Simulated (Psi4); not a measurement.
C$_{5}$H$_{4}$N, charge -1, singlet, geometry from GFN2-xTB (a gas-phase anion, which may not be bound at this level). Base run: MP2/STO-3G (Psi4).

Input for Psi4:
```
memory 2 GB

molecule {
-1 1
  N    -0.01597523   -0.02962172    1.38373483
  C     0.01557545   -0.06582818   -1.36989980
  C    -0.00521036    1.10543325    0.69612625
  C    -0.01054599   -1.15662589    0.66382466
  C     0.00511221   -1.33380566   -0.73772362
  C     0.01077742    1.14303371   -0.68694833
  H     0.02830252   -0.02508551   -2.46852276
  H    -0.00972220    2.02524692    1.29071120
  H    -0.02017221   -2.05150868    1.30507188
  H     0.01916619    2.10545597   -1.20567905
}

set basis sto-3g
set freeze_core true

energy('mp2')
print_variables()
```

Each row names what was changed in the base input (with any setting that the change needs).

```json
[
 {"change": "base", "basis functions": "34", "E (Eh)": "-243.17516", "MP2 correlation (Eh)": "-0.33212"},
 {"change": "basis = def2-SV(P)", "basis functions": "92", "E (Eh)": "-246.61845", "MP2 correlation (Eh)": "-0.78006"},
 {"change": "basis = pcseg-1", "basis functions": "104", "E (Eh)": "-246.78603", "MP2 correlation (Eh)": "-0.81501"},
 {"change": "basis = cc-pVDZ", "basis functions": "104", "E (Eh)": "-246.86779", "MP2 correlation (Eh)": "-0.81475"},
 {"change": "basis = def2-SVP", "basis functions": "104", "E (Eh)": "-246.65818", "MP2 correlation (Eh)": "-0.80902"},
 {"change": "basis = 6-31G**", "basis functions": "110", "E (Eh)": "-246.85227", "MP2 correlation (Eh)": "-0.82064"},
 {"change": "basis = 6-31+G*", "basis functions": "122", "E (Eh)": "-246.86461", "MP2 correlation (Eh)": "-0.81088"},
 {"change": "basis = 6-311++G**", "basis functions": "160", "E (Eh)": "-246.97221", "MP2 correlation (Eh)": "-0.86966"},
 {"change": "basis = aug-cc-pVDZ", "basis functions": "174", "E (Eh)": "-246.92985", "MP2 correlation (Eh)": "-0.85390"},
 {"change": "basis = def2-TZVP", "basis functions": "210", "E (Eh)": "-247.11043", "MP2 correlation (Eh)": "-0.98210"},
 {"change": "basis = cc-pVTZ", "basis functions": "236", "E (Eh)": "-247.11453", "MP2 correlation (Eh)": "-0.99552"},
 {"change": "basis = def2-TZVPP", "basis functions": "242", "E (Eh)": "-247.12326", "MP2 correlation (Eh)": "-0.99349"},
 {"change": "basis = def2-TZVPD", "basis functions": "258", "E (Eh)": "-247.12042", "MP2 correlation (Eh)": "-0.98892"}
]
```

Totals compare only among sets that treat the same electrons; sets with core potentials leave the core out.

A gas-phase anion may not be bound at this level; its values then depend on the basis.
